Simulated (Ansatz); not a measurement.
Reaction (atomization): `[NH2][Cd][SH]` → Cd (atom) + 3 H• + N• + S•

Computed with Ansatz on PBE0-D4/def2-TZVP structures; ΔE is electronic, products minus reactants. CCSD(T)/CBS adds triple-zeta CCSD(T) − MP2 to the extrapolated MP2 energy (def2 sets, frozen cores). This one scheme is used for every species, atoms too. Functionals use def2-TZVPP. Open shells (•) are unrestricted, without spin–orbit coupling. Spin–orbit coupling would lower the free atoms: a little for S. Elements past krypton have def2 core potentials. For Cd outer-core shells are correlated without core-valence functions, so the limit isn't a true one: a few kJ/mol of doubt a bond, and 10 to 20 or more in all where bonds break to atoms. One conformer a species, not always the lowest.

```csv
level,ΔE (kcal/mol),difference from CCSD(T)/CBS
PBE-D4,371.6,6.5
PBE0-D4,362.6,-2.5
r2SCAN0-D4,356.3,-8.8
CAM-B3LYP-D4,364.6,-0.5
PBE-QIDH,358.0,-7.1
revPBE,353.2,-11.9
LC-ωPBE,366.7,1.6
HF/def2-SVP,223.0,-142.1
SCS-MP2/def2-QZVPP,364.5,-0.6
HF/CBS(def2),230.8,-134.3
CCSD(T)/CBS,365.1,0
```

(1) What do rigid-rotor, harmonic-oscillator terms from PBE0-D4/def2-TZVP frequencies (298.15 K, 1 bar) make of the CCSD(T)/CBS value? (Best estimate.)

Largest T1 diagnostic among the species: 0.015.

Results:

(1) Ansatz gave: ΔZPE = -21.0 kcal/mol, ΔH = +348.7 kcal/mol, ΔS = 514 J/(mol·K), ΔG = +312.1 kcal/mol. Open shells count their whole term as degenerate.

Leaving LDA and LC-ωPBE aside and taking each functional with its dispersion term where it has one, the values, not all of them listed here, spread over 24.2 kcal/mol, from BHLYP-D4 to PBE-D4. LDA lies +58.4 kcal/mol from PBE without D4, its usual overbinding. The D4 term adds +4.0 kcal/mol with B3LYP and +2.0 kcal/mol with PBE0; it sums over pairs of atoms, weighted by their polarisabilities, and B3LYP, whose exchange is more repulsive, gets the larger term. From BLYP to BHLYP (50 % exact exchange), in def2-TZVPP and without D4, ΔE moves by −12.3 kcal/mol: exact exchange takes away binding that semilocal exchange gives to molecules.

B3LYP here is the variant with VWN-RPA as its local correlation; programs differ in this.

For atomizations the MP2-based limit and the directly extrapolated one differ by several kJ/mol either way, and by 10 to 25 for some Ge, Se and Sn compounds, so smaller differences from it don't rank the levels.
